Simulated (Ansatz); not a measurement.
`FBN[SiH3]` + `B[SiH2]C` → `B[SiH](C)BF` + `N[SiH3]`  (formal exchange of groups at a B–N bond)

Isolated molecules relaxed with PBE0-D4/def2-TZVP in Ansatz; ΔE leaves out vibrations. CBS: MP2 limit from def2 TZ/QZ plus the TZ coupled-cluster correction, frozen cores. This one scheme is used for every species. DFT in def2-TZVPP. B3LYP here is the variant with VWN-RPA as its local correlation; programs differ in this. Each species was taken in one conformer, which may not be the lowest.

`FBN[SiH3]`:

Z-matrix (Å, degrees):
```
Si
N 1 1.749
H 1 1.483 2 111.0
H 1 1.485 2 106.5 3 119.3
H 1 1.483 2 111.0 3 -121.4
B 2 1.400 1 126.3 3 60.8
H 2 1.008 1 117.2 3 -119.3
F 6 1.338 2 118.2 1 -0.1
H 6 1.196 2 123.2 1 179.9
```

`B[SiH2]C`:

```xyz
10

B    -1.094    1.196   -0.904
Si    0.365   -0.139   -0.547
C     0.486   -0.771    1.216
H    -1.890    1.547   -0.082
H    -1.197    1.673   -1.998
H     1.665    0.479   -0.952
H     0.137   -1.286   -1.479
H    -0.445   -1.255    1.517
H     1.296   -1.496    1.321
H     0.676    0.052    1.909
```

`B[SiH](C)BF`:

Cartesian coordinates in Å:
```
B -1.767 -0.570 0.591
Si 0.039 -0.445 -0.262
C 1.486 -0.231 0.919
B -0.196 1.149 -1.515
F 0.350 2.317 -1.212
H -1.966 -0.205 1.714
H -2.710 -0.951 -0.038
H 0.245 -1.625 -1.157
H 1.343 0.661 1.533
H 2.427 -0.120 0.376
H 1.579 -1.090 1.587
H -0.832 1.111 -2.536
```

`N[SiH3]`:

```xyz
7

N     0.401   -0.195   -0.969
Si   -0.185    0.213    0.596
H    -0.216   -0.135   -1.763
H     1.042   -0.965   -1.076
H    -0.871    1.527    0.497
H    -1.152   -0.749    1.204
H     0.983    0.304    1.510
```

```csv
species,B3LYP-D4 energy (Eh)
`FBN[SiH3]`,-472.19095
`B[SiH2]C`,-356.69791
`B[SiH](C)BF`,-481.49242
`N[SiH3]`,-347.33620
```

Problem. Work out ΔE.

Solution. ΔE = (-481.49242) + (-347.33620) − (-472.19095) − (-356.69791) = 0.06024 Eh = +158.2 kJ/mol. CCSD(T)/CBS gives +157.6 kJ/mol.

Largest T1 diagnostic among the species: 0.014.

In def2-TZVPP, CCSD(T) changes the Hartree–Fock value by −15.5 kJ/mol (the triples alone add −2.3 kJ/mol) and MP2 by −10.0 kJ/mol. From PBE to PBE0 (25 % exact exchange), in def2-TZVPP and without D4, ΔE moves by +8.1 kJ/mol.
